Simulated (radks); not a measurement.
Values are calculated unless marked as measured or tabulated.
Species: Bi18+. Configuration: [Kr] 4d10 4f14 5s2 5p3 (the NIST ground configuration). Code: a radial shooting solver on a logarithmic mesh with Libxc functionals. Model: non-relativistic Kohn-Sham, LB94 model potential, spin-polarised, spherical densities, point nucleus; open shells are filled with parallel spins first (spin-orbit coupling, left out, can overturn this in heavy ions); relativity is left out, which matters for an element this heavy.

Unscreened Slater integrals over Kohn-Sham orbitals (eV). They are taken over the spin-up orbitals.

integral    value
F0(5p,5p)  27.962
F2(5p,5p)  15.200
F0(5p,5s)  28.445
G1(5p,5s)  19.808
F0(5p,4f)  34.324
F2(5p,4f)  10.853
G2(5p,4f)  3.4035
G4(5p,4f)  3.1426
F0(5p,4d)  34.322
F2(5p,4d)  10.943
G1(5p,4d)  3.0510
G3(5p,4d)  3.0905
F0(5s,5s)  28.965
F0(5s,4f)  35.292
G3(5s,4f)  3.5487
F0(5s,4d)  35.287
G2(5s,4d)  3.3788
F0(4f,4f)  58.887
F2(4f,4f)  30.074
F4(4f,4f)  19.342
F6(4f,4f)  14.059
F0(4f,4d)  58.084
F2(4f,4d)  28.885
F4(4f,4d)  18.694
G1(4f,4d)  32.036
G3(4f,4d)  21.123
G5(4f,4d)  15.227
F0(4d,4d)  58.027
F2(4d,4d)  29.711
F4(4d,4d)  20.031

Derived for the open shells (J is the average intra-shell exchange parameter used in DFT+U). 5p: J = F2/5 = 3.040 eV.
